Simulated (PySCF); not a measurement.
Molecule: C4H10MgO, SMILES [C](C)(C)([Mg][OH])C. Atoms near the plane z = 1.0 Å, at the GFN2-xTB optimised geometry (x, y, z in Å): Mg1 (0.3, -1.7, 0.0), C2 (-0.8, 0.0, 0.0), C3 (-0.5, 0.8, 1.2), C5 (-2.3, -0.4, 0.0), H6 (-1.1, 1.8, 1.2), H7 (0.6, 1.1, 1.3), H8 (-0.7, 0.3, 2.1), H13 (-2.5, -1.0, 0.9), H14 (-2.9, 0.5, 0.0), O15 (2.0, -1.7, 0.0), H16 (2.9, -1.8, 0.0).

Method: CAM-B3LYP/def2-TZVP run with PySCF. Cells within 0.4 Å of a nucleus heavier than hydrogen are left out (blank, or x). The values are rescaled to run from 0 to 1.

```
|11111111111111111111111111111|
|11111111111111111111111111111|
|11111111111111111111111111111|
|11111111111111111111111111111|
|11111111111111111111111111111|
|11111111111111111111111111111|
|11111111111111111111111111111|
|11111111110011111111111111111|
|11111111100111111111111111111|
|11111111101752110111111111111|
|11111111102882331011111111111|
|111111110013xx893001111111111|
|111111100001xx552011111111111|
|11111110000263010011111111111|
|11111100000021000111111111111|
|11111112100001000111111111111|
|11111137410011100111111111111|
|11111128310011100112111111111|
|11111101100111000122211111111|
|11111110111110000122211111111|
|11111111111110000122211111111|
|11111111111110000112111111111|
|11111111111111001111111111111|
|11111111111111111111111111111|
|11111111111111111111111111111|
|11111111111111111111111111111|
|11111111111111111111111111111|
|11111111111111111111111111111|
|11111111111111111111111111111|
```
Scale: ten equal steps from 0.000 (start of '0') to 1.00 (end of '9'), in the order '0123456789'; x runs from -5.00 to 5.00, y from -5.00 (bottom) to 5.00 (top).

Question: Which quantity is mapped?
A. electron localisation function
B. an orbital amplitude
C. Laplacian of the electron density
D. deformation density (molecule minus spherical neutral atoms)

Answer: D, deformation density (molecule minus spherical neutral atoms). In full: deformation density (molecule minus spherical neutral atoms) (e/bohr³).
